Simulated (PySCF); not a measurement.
## Zr (zirconium, neutral) across methods

[Kr] 4d1 5s2 5p1, one real determinant (an excited configuration). Computed with PySCF 2.14 in dyall-av2z (22s15p11d2f, 136 functions), with the non-relativistic Hamiltonian (point nucleus).

| method | E (hartree) | mean ε 5s α (eV) | mean ε 5s β (eV) | mean ε 5p α (eV) | Σ⟨r²⟩ (bohr²) | ⟨S²⟩ |
| --- | --- | --- | --- | --- | --- | --- |
| PBE | -3540.35 | -5.907 | -5.188 | -2.788 | 77.93 | 2.003 |
| LDA | -3536.62 | -6.056 | -5.396 | -2.747 | 77.60 | 2.002 |
| PBE0 | -3540.46 | -6.683 | -5.795 | -3.415 | 78.07 | 2.009 |
| r2SCAN0 | -3540.79 | -6.780 | -5.830 | -3.497 | 78.62 | 2.012 |
| r2SCAN | -3540.77 | -6.044 | -5.218 | -2.934 | 78.53 | 2.010 |
| UHF | -3538.87476 | -8.250 | -6.728 | -4.594 | 81.59 | 2.029 |

Estimate the same row for revPBE.

E (hartree) = -3540.54; mean ε 5s α (eV) = -5.861; mean ε 5s β (eV) = -5.120; mean ε 5p α (eV) = -2.797; Σ⟨r²⟩ (bohr²) = 78.00; ⟨S²⟩ = 2.004.

⟨L²⟩ = 8.03 against 12 for a pure F term, so this real determinant mixes terms. A non-relativistic calculation at this Z misses sizeable relativistic shifts.
